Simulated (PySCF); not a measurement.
System: H2B (anion, charge -1), singlet: symmetric bend, bond length relaxed. Scanned: H-B-H angle. Other coordinates (B-H bond length) were minimised at PBE0/def2-TZVP.

Cartesian coordinates as functions of the variables (Å; names that start with a are angles):
```
B  0  0  0
H  r*sin(a/2)  0  r*cos(a/2)
H  -r*sin(a/2)  0  r*cos(a/2)
```

Computed with: CAM-B3LYP/aug-cc-pVDZ (PySCF); RHF/aug-cc-pVDZ (PySCF); CCSD on RHF/aug-cc-pVDZ, 1 core orbital frozen (PySCF); B3LYP/aug-cc-pVDZ (PySCF); M06-2X/aug-cc-pVDZ (PySCF); CCSD(T) on RHF/aug-cc-pVDZ, 1 core orbital frozen (PySCF).

Energies in eV, each method relative to its own lowest point.

```json
[
 {"a / °": "180", "CAM-B3LYP": "0.885", "RHF": "0.941", "CCSD": "0.970", "B3LYP": "0.810", "M06-2X": "0.879", "CCSD(T)": "0.945"},
 {"a / °": "170", "CAM-B3LYP": "0.848", "RHF": "0.900", "CCSD": "0.925", "B3LYP": "0.775", "M06-2X": "0.842", "CCSD(T)": "0.903"},
 {"a / °": "160", "CAM-B3LYP": "0.742", "RHF": "0.784", "CCSD": "0.803", "B3LYP": "0.677", "M06-2X": "0.737", "CCSD(T)": "0.784"},
 {"a / °": "150", "CAM-B3LYP": "0.587", "RHF": "0.614", "CCSD": "0.628", "B3LYP": "0.533", "M06-2X": "0.581", "CCSD(T)": "0.614"},
 {"a / °": "140", "CAM-B3LYP": "0.407", "RHF": "0.419", "CCSD": "0.431", "B3LYP": "0.367", "M06-2X": "0.402", "CCSD(T)": "0.422"},
 {"a / °": "130", "CAM-B3LYP": "0.232", "RHF": "0.232", "CCSD": "0.245", "B3LYP": "0.205", "M06-2X": "0.228", "CCSD(T)": "0.239"},
 {"a / °": "120", "CAM-B3LYP": "0.089", "RHF": "0.083", "CCSD": "0.095", "B3LYP": "0.075", "M06-2X": "0.087", "CCSD(T)": "0.092"},
 {"a / °": "110", "CAM-B3LYP": "0.005", "RHF": "0.000", "CCSD": "0.006", "B3LYP": "0.000", "M06-2X": "0.003", "CCSD(T)": "0.006"},
 {"a / °": "100", "CAM-B3LYP": "0.000", "RHF": "0.007", "CCSD": "0.000", "B3LYP": "0.002", "M06-2X": "0.000", "CCSD(T)": "0.000"},
 {"a / °": "90", "CAM-B3LYP": "0.093", "RHF": "0.124", "CCSD": "0.093", "B3LYP": "0.097", "M06-2X": "0.095", "CCSD(T)": "0.092"},
 {"a / °": "80", "CAM-B3LYP": "0.297", "RHF": "0.366", "CCSD": "0.299", "B3LYP": "0.301", "M06-2X": "0.301", "CCSD(T)": "0.293"},
 {"a / °": "70", "CAM-B3LYP": "0.620", "RHF": "0.742", "CCSD": "0.622", "B3LYP": "0.620", "M06-2X": "0.627", "CCSD(T)": "0.610"},
 {"a / °": "60", "CAM-B3LYP": "1.062", "RHF": "1.248", "CCSD": "1.062", "B3LYP": "1.052", "M06-2X": "1.070", "CCSD(T)": "1.039"}
]
```
